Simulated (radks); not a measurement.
Task: These are the eigenvalues of the occupied orbitals of an atom or ion with whole-number occupations (Ry). Calculated with a radial shooting solver on a logarithmic mesh with Libxc functionals: scalar-relativistic Kohn-Sham, PBE, spin-polarised, spherical densities, finite nucleus; Fermi nuclear charge, rms radius of each element as measured or else 0.836 A^(1/3) + 0.57 fm.

orbital  eigenvalue
1s down   -655.7450
1s up     -655.7447
2s up     -83.46446
2s down   -83.31059
2p up     -72.74333
2p down   -72.62787
3s up     -13.63323
3s down   -13.34017
3p up     -10.45968
3p down   -10.17157
3d up      -5.33467
3d down    -5.05354

Which element is it, and in what charge state? The configuration may be excited. Open shells, if any, are filled with parallel spins first.

Result: Z = 29, copper, charge +4: Cu4+ in [Ar] 3d7. The list shows which subshells hold electrons but not how many an open one holds; the 1s level, -327.87 hartree, gives Z - s = 25.6 by -(Z - s)^2/2, which with screening and relativity narrows Z to a few neighbours, and the depths of the outer levels then fix element, charge and occupations together.
